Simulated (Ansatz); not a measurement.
Start from `[O]=[Nb]([OH])([F])[Cl]` and change one atom or group to get `[O]=[Nb]([OH])([Cl])[Cl]`.

Ansatz, PBE0-D4/def2-TZVP geometries, multiplicity 1. Each molecule was computed in one conformer, which needn't be the lowest.

Elements past krypton have def2 core potentials.

```tsv
property	`[O]=[Nb]([OH])([F])[Cl]`
ideal-gas entropy at 298 K and 1 bar (rigid rotor, harmonic PBE0-D4/def2-TZVP) / J/(mol·K)	348
HOMO energy (PBE/def2-TZVPP) / eV	-8.03
LUMO energy (B3LYP/def2-TZVPP) / eV	-2.39
HOMO energy (ωB97M-V/def2-TZVPP) / eV	-11.79
HOMO–LUMO gap (PBE0/def2-TZVPP) / eV	7.38
size of the dipole moment (ωB97M-V/def2-TZVPP) / D	2.41
```

Task: Give the same properties after the change, and the shifts. (An estimate is asked.)

Result: The calculation gave: 
```
                                                                                  property  `[O]=[Nb]([OH])([Cl])[Cl]`  shift
ideal-gas entropy at 298 K and 1 bar (rigid rotor, harmonic PBE0-D4/def2-TZVP) / J/(mol·K)                         360     12
                                                         HOMO energy (PBE/def2-TZVPP) / eV                       -8.01   0.02
                                                       LUMO energy (B3LYP/def2-TZVPP) / eV                       -2.76  -0.37
                                                     HOMO energy (ωB97M-V/def2-TZVPP) / eV                      -11.69   0.10
                                                      HOMO–LUMO gap (PBE0/def2-TZVPP) / eV                        6.91  -0.47
                                        size of the dipole moment (ωB97M-V/def2-TZVPP) / D                        2.40  -0.01
```

With PBE0 the HOMO rises by 0.07 eV and the LUMO falls by 0.40 eV, so the gap narrows by about 0.47 eV. PBE moves the HOMO by 0.02 eV and ωB97M-V by 0.10 eV. Dipoles are sizes alone; their direction can turn.

B3LYP here is the variant with VWN-RPA as its local correlation; programs differ in this.
